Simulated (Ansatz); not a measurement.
Start from `CC(C)(C)C(=O)O` and change one atom or group to get `CC(C)(C)[CH2][AlH][Cl]`.

Ansatz, PBE0-D4/def2-TZVP geometries, multiplicity 1. Each molecule was computed in one conformer, which needn't be the lowest.

| property | `CC(C)(C)C(=O)O` |
| --- | --- |
| HOMO energy (PBE/def2-TZVPP) / eV | -6.27 |
| HOMO energy (ωB97M-V/def2-TZVPP) / eV | -10.32 |
| HOMO energy (PBE0/def2-TZVPP) / eV | -7.89 |
| HOMO energy (B3LYP/def2-TZVPP) / eV | -7.67 |
| HOMO–LUMO gap (B3LYP/def2-TZVPP) / eV | 7.68 |
| LUMO energy (ωB97M-V/def2-TZVPP) / eV | 2.37 |

(1) What does the change do to each property? (Best estimate.)

Results:

(1) Computed: 
```csv
property,`CC(C)(C)[CH2][AlH][Cl]`,shift
HOMO energy (PBE/def2-TZVPP) / eV,-6.44,-0.17
HOMO energy (ωB97M-V/def2-TZVPP) / eV,-9.86,0.46
HOMO energy (PBE0/def2-TZVPP) / eV,-7.67,0.22
HOMO energy (B3LYP/def2-TZVPP) / eV,-7.48,0.19
HOMO–LUMO gap (B3LYP/def2-TZVPP) / eV,6.27,-1.41
LUMO energy (ωB97M-V/def2-TZVPP) / eV,0.63,-1.74
```

With PBE0 the HOMO rises by 0.22 eV and the LUMO falls by 1.34 eV, so the gap narrows by about 1.56 eV. PBE moves the HOMO by -0.17 eV and ωB97M-V by 0.46 eV.

B3LYP here is the variant with VWN-RPA as its local correlation; programs differ in this.
